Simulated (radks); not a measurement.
Q: All-electron atom: Mn V in [Ar] 3d3. Method: Dirac Kohn-Sham, LDA (Slater exchange, Perdew-Wang correlation), spin-unpolarised, spherical densities, point nucleus; open shells are shared between the two j in proportion to 2j + 1; computed with a radial shooting solver on a logarithmic mesh with Libxc functionals. Some entries of the table are withheld. Estimate them.

| orbital | occ. | eigenvalue (hartree) | <r^2> (bohr^2) |
|---|---|---|---|
| 1s1/2 | 2 | (1) | 0.005005 |
| 2s1/2 | 2 | -29.48179 | 0.09260 |
| 2p1/2 | 2 | -25.60219 | 0.07418 |
| 2p3/2 | 4 | -25.22010 | 0.07584 |
| 3s1/2 | 2 | (2) | 0.8012 |
| 3p1/2 | 2 | (3) | (4) |
| 3p3/2 | 4 | (5) | (6) |
| 3d3/2 | 1.2 | -2.24551 | 1.144 |
| 3d5/2 | 1.8 | -2.23958 | 1.150 |

A: 
(1) 1s1/2 eigenvalue (hartree): -237.8588
(2) 3s1/2 eigenvalue (hartree): -5.21969
(3) 3p1/2 eigenvalue (hartree): -4.09696
(4) 3p1/2 <r^2> (bohr^2): 0.8781
(5) 3p3/2 eigenvalue (hartree): -4.04649
(6) 3p3/2 <r^2> (bohr^2): 0.8938
